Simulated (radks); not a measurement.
Results of a calculation; reference values are marked as such.
Tc XVII, configuration [Ar] 3d9. Level of theory: scalar-relativistic Kohn-Sham, PBE, spin-polarised, spherical densities, finite nucleus; open shells are filled with parallel spins first (spin-orbit coupling, left out, can overturn this in heavy ions); Fermi nuclear charge, rms radius 4.4112 fm (a radial shooting solver on a logarithmic mesh with Libxc functionals).

Normalised radial functions P(r) = r R(r), r in bohr:

```
   r/bohr * 2p down, o 3s up (the largest magnitude, 2.68, reaches the edge; | marks zero, & curves that meet)
 0.004009                             *  o
 0.005016                             |* o
 0.006275                             |*  o
 0.007851                             |*   o
 0.009822                             | *  o
  0.01229                             |  *  o
  0.01537                             |   * o
  0.01923                             |     &
  0.02406                             |    o  *
   0.0301                             |   o      *
  0.03766                             | o           *
  0.04674                            o|                 *
  0.05848                         o   |                     *
  0.07316                     o       |                        *
  0.09153                   o         |                          *
   0.1145                   o         |                          *
   0.1433                      o      |                       *
   0.1792                             o                  *
   0.2242                             |       o    *
   0.2805                             |      *      o
   0.3509                             |  *              o
   0.4391                             |*               o
   0.5493                             *           o
   0.6872                             *      o
   0.8597                             *  o
    1.076                             *o
    1.346                             &
```

2p down: eigenvalue -3074.5 eV, 0 radial nodes, <r> = 0.130 bohr, 90 % of the charge inside 0.212 bohr. 3s up: eigenvalue -901.91 eV, 2 radial nodes at r = 0.0436, 0.181 bohr, <r> = 0.407 bohr, 90 % of the charge inside 0.598 bohr.
